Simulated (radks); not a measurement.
The numbers below are computed, except where a source is named.
Ionisation of the hafnium ion Hf16+, [Kr] 4d10 4f10, to [Kr] 4d10 4f9 as the strength of local exchange is varied. Code: a radial shooting solver on a logarithmic mesh with Libxc functionals. Model: Dirac Kohn-Sham, Slater X-alpha exchange (alpha = 2/3 is LDA exchange), no correlation, spin-unpolarised, spherical densities, finite nucleus; open shells fill j = l - 1/2 first; Fermi nuclear charge, rms radius 5.347 fm.

alpha  E(Hf16+) (hartree)  exchange (hartree)  IE (eV)  -e of the level emptied (eV)  <r> of it (bohr)
0.641         -14978.1854           -269.6383   373.19                354.68 (4f7/2)            0.5550
0.667         -14989.1262           -280.7698   374.99                356.44 (4f7/2)            0.5537
0.77          -15032.5429           -325.0166   382.16                363.45 (4f7/2)            0.5484
0.831         -15058.3119           -351.3330   386.46                367.65 (4f7/2)            0.5453
0.979         -15121.0065           -415.5285   397.02                377.99 (4f7/2)            0.5381
1.02          -15138.4181           -433.3990   399.98                380.89 (4f7/2)            0.5361
1.027         -15141.3927           -436.4538   400.49                381.38 (4f7/2)            0.5358

NIST Atomic Spectra Database: 399 +/- 20 eV (theoretical). The Delta-SCF value meets it near alpha = 1.01. Spin polarisation and multiplet splitting are left out, so open shells lie too high by an amount that depends on their filling.

Beside tabulated values, note that spin-unpolarised runs miss the spin-polarisation part of the exchange energy of open shells.
